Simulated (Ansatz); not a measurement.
Ideal-gas functions of FH2O2Si, SMILES `O[Si](O)F` radical at 600 K and 1 bar, from an Ansatz frequency run at PBE0-D4/def2-TZVP.

Molar mass 81.1 g/mol, point group C1 (symmetry number 1), electronic degeneracy 2, moments of inertia 67.505, 71.256, 126.8 u Å². Harmonic wavenumbers (cm⁻¹, unscaled): 166, 220, 296, 319, 397, 793, 801, 811, 946, 966, 3913, 3915.

Use S(trans) = R[1.5 ln M + 2.5 ln T − 1.1517]; rotational temperatures θ = 24.2544 K / I; S(rot) = R[ln(√π/σ · √(T³/θAθBθC)) + 1.5]; for each mode x = 1.438777 ν̃/T, S = R[x/(eˣ − 1) − ln(1 − e⁻ˣ)] and H = RT x/(eˣ − 1); 1 cm⁻¹ = 0.0119627 kJ/mol; R = 8.31446 J/(mol·K).

Question: By hand: the entropy, in J/(mol·K).

Answer: Translation 178.2. Rotation: θ = 0.3593, 0.3404, 0.1913 K, giving 112.6. Vibration, mode by mode: 16.03, 13.73, 11.34, 10.74, 9.03, 4.12, 4.06, 3.98, 3.08, 2.97, 0.01, 0.01, in all 79.1. Electronic 5.8. Sum 375.7 J/(mol·K).

Question: By hand: H − E and G − E in kJ/mol, counted from the electronic energy.

Answer: Zero-point energy ½ × 13543 × 0.0119627 = 81.0; thermal vibration 25.1; translation, rotation and pV give 4 RT = 20.0. H − E = 126.1 kJ/mol, and G − E = 126.1 − 600 × 375.7/1000 = -99.3 kJ/mol.

Vibration gives 21 % of the entropy. The sum counts one conformer and one mirror image; others add a mixing term.
